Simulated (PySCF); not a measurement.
C6H11NO.
Numbering: `[CH2:1]=[C:2]([CH2:3][CH3:4])[C:5](=[O:6])[NH:7][CH3:8]` (hydrogens: H9, H10 on C1; H11, H12 on C3; H13, H14, H15 on C4; H16 on N7; H17, H18, H19 on C8)

Geometry (GFN2-xTB, Å), atoms numbered from 1 in this order:
```xyz
19
C6H11NO angstrom
C      0.076   -2.005    0.588
C      0.445   -0.887   -0.023
C      1.874   -0.484   -0.229
C      2.223    0.732    0.630
C     -0.553    0.057   -0.621
O     -0.396    0.570   -1.712
N     -1.637    0.296    0.156
C     -2.713    1.160   -0.260
H      0.804   -2.699    0.975
H     -0.957   -2.293    0.696
H      2.001   -0.222   -1.281
H      2.537   -1.316    0.014
H      3.262    1.014    0.477
H      1.593    1.577    0.360
H      2.076    0.510    1.685
H     -1.703   -0.146    1.058
H     -2.836    1.990    0.439
H     -2.453    1.549   -1.243
H     -3.652    0.607   -0.328
```

A PySCF run (density fitting, gas phase, GFN2-xTB geometry) gave HOMO -8.71 eV, LUMO 0.64 eV, dipole 3.50 D and E = -365.012 Eh.

**Question.** Which of these levels was it?
A. PBE0/6-31++G**
B. PBE0/ANO-RCC-VDZP
C. X3LYP/pcSseg-1
D. CAM-B3LYP/pcSseg-1

**Answer.** D. It is CAM-B3LYP/pcSseg-1. All candidates on this geometry:

| level and settings | kind | basis functions | SCF cycles | E (Eh) | HOMO (eV) | LUMO (eV) | dipole (D) |
| --- | --- | --- | --- | --- | --- | --- | --- |
| X3LYP/pcSseg-1 | global hybrid | 191 | 15 | -365.0309 | -7.11 | -0.62 | 3.45 |
| PBE0/6-31++G** | global hybrid | 210 | 14 | -364.8267 | -7.34 | -0.66 | 3.50 |
| PBE0/ANO-RCC-VDZP | global hybrid | 167 | 14 | -364.9149 | -7.25 | -0.44 | 3.52 |
| CAM-B3LYP/pcSseg-1 | range-separated hybrid | 191 | 14 | -365.0122 | -8.71 | 0.64 | 3.50 |

The nearest other candidate, by the summed differences of HOMO and LUMO, is PBE0/ANO-RCC-VDZP: its HOMO differs by +1.46 eV and its LUMO by -1.08 eV. Cycle counts include a coarse-grid stage where the run had one. All basis functions are spherical, in the Pople sets too. ANO-RCC sets were contracted for a scalar-relativistic Hamiltonian, but ran non-relativistically here.
